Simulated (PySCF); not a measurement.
# Correlation energy of Ne²⁺ (neon, charge +2)

[He] 2s2 2p4, high-spin 3P determinant. Computed with PySCF 2.14 in pcseg-2 (4s3p2d1f, 30 functions), with the non-relativistic Hamiltonian (point nucleus). Frozen: 1s2; 6 electrons correlated.

MP2 pair energies summed by pair of shells (mhartree):

```csv
pair,energy,share (%)
2p-2p,-61.52,48.4
2s-2p,-57.28,45.1
2s-2s,-8.27,6.5
```

Total MP2 correlation energy: -127.07 mhartree.

Same-spin part -30.90 and opposite-spin part -96.18 mhartree; SCS-MP2 scales them by 1/3 and 6/5 to -125.71 mhartree.

```csv
level,correlation energy (mhartree)
CCSD,-141.59
(T),-1.20
CCSD(T),-142.79
```

Diagnostics: T1 = 0.0031, D1 = 0.0056, largest double amplitude 0.024.

Cost of the coupled-cluster step: 0.29 s of wall time on 1 thread of Neoverse-V2 (shared host), for 6 correlated electrons.
